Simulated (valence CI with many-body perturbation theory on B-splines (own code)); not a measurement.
# Ag XXVII: what the settings do

Calculated by relativistic CI+MBPT: three valence electrons over a frozen Dirac-Fock core [Ar], radial functions for each j: 6 s, 6 p, 5 d, 5 f, 1 g, with the one-electron correlation potential Σ1, the two-electron term Σ2, the three-electron term Σ3, Breit, model QED; selected CI, second order for the rest, scaled by the run's own slope (own B-spline code, finite nucleus).

No measured spectrum was set against this ion. As an estimate, large intervals hold to a few tenths of a per cent, small ones and those within an open d or f shell to about a per cent. Only levels of the ground parity were solved; by the run's estimate the other parity begins above the list, which can be wrong where configurations are misplaced.

The reference run has the lowest level 3d3 4F_3/2 and an ionisation energy of 1382.63 eV. Its largest variational space holds 2236 state functions.

Names give the largest LS component (configuration and term), which can be under half, so a name can repeat, a term be missing and a line seem to break the LS rules; names also repeat where a configuration has a term twice. Letters in brackets count levels of one name in rising energy.

Changed runs:
A. scale of Σ1 1 → 0.8
B. size limit of the variational space 10000 → 1500; second order for the rest on → off
C. highest l in the core sums 6 → 4
D. start configuration 3d3 → 4d3 (bad on purpose)

Excitation energies of the reference run in cm⁻¹, and shifts in cm⁻¹:

```tsv
Level	Reference	A	B	C
3d3 4F_5/2	36229	-87	+6.8	+34
3d3 4F_7/2	62814	-125	+1.9	+42
3d3 4F_9/2	78619	-124	-8.3	+52
3d3 4P_3/2	79809	-76	+2.5	-98
3d3 4P_1/2	92827	-99	-9.1	-94
3d3 2G_7/2	124793	-173	+17	+32
3d3 2H_9/2	130652	-187	-8.3	+91
3d3 4P_5/2	135377	-174	+5.6	-88
3d3 2D_3/2 [a]	152733	-203	+4.4	-107
3d3 2P_1/2	162504	-211	-9.1	-128
3d3 2H_11/2	173641	-215	-9.0	+128
3d3 2D_5/2 [a]	186618	-234	+50	-117
Ionisation energy (eV)	1382.63	-0.52	-0.0011	+0.09
```

Run D: It gave no result: the start configuration must fill the lowest shells above the core. The program said: "4d is not the lowest shell of its kind above the core".
